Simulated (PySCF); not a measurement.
A calculated (PBE0, PySCF 2.14, aug-cc-pV5Z, no relativity, point nucleus) atom or ion has these occupied shells.

```json
{"shell": "1s α", "electrons": "1", "orbital energy (eV)": "-394.64", "rms radius, mean of both spins (bohr)": "0.267"}
{"shell": "1s β", "electrons": "1", "orbital energy (eV)": "-392.93", "rms radius, mean of both spins (bohr)": "0.267"}
{"shell": "2s α", "electrons": "1", "orbital energy (eV)": "-22.916", "rms radius, mean of both spins (bohr)": "1.47"}
{"shell": "2s β", "electrons": "1", "orbital energy (eV)": "-16.811", "rms radius, mean of both spins (bohr)": "1.47"}
{"shell": "2p α", "electrons": "3", "orbital energy (eV)": "-10.216", "rms radius, mean of both spins (bohr)": "1.62"}
```

Name the element and its charge.

N (nitrogen, neutral), in [He] 2s2 2p3, high-spin 4S determinant.
